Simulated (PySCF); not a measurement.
**Excitation energy of B+ by level of theory**

B+ [He] 2s2 (1S) → B+ [He] 2s1 2p1 (3P), as a difference of total energies. Calculation: PySCF 2.14, in def2-QZVPPD; no relativity, point nucleus. Correlated levels: valence and next inner shell: nothing frozen. The calculations carry no spin-orbit coupling.

```json
{"method": "UHF", "excitation energy (eV)": "3.132", "error (eV)": "-1.499"}
{"method": "MP2 (valence and next inner shell)", "excitation energy (eV)": "4.057", "error (eV)": "-0.574"}
{"method": "SCS-MP2 (valence and next inner shell)", "excitation energy (eV)": "4.326", "error (eV)": "-0.305"}
{"method": "CCSD (valence and next inner shell)", "excitation energy (eV)": "4.604", "error (eV)": "-0.027"}
{"method": "CCSD(T) (valence and next inner shell)", "excitation energy (eV)": "4.614", "error (eV)": "-0.017"}
```

Reference: 4.631 eV (measured; NIST levels, between the centres of gravity of the two terms).

Errors of the correlated levels include the incompleteness of this basis.
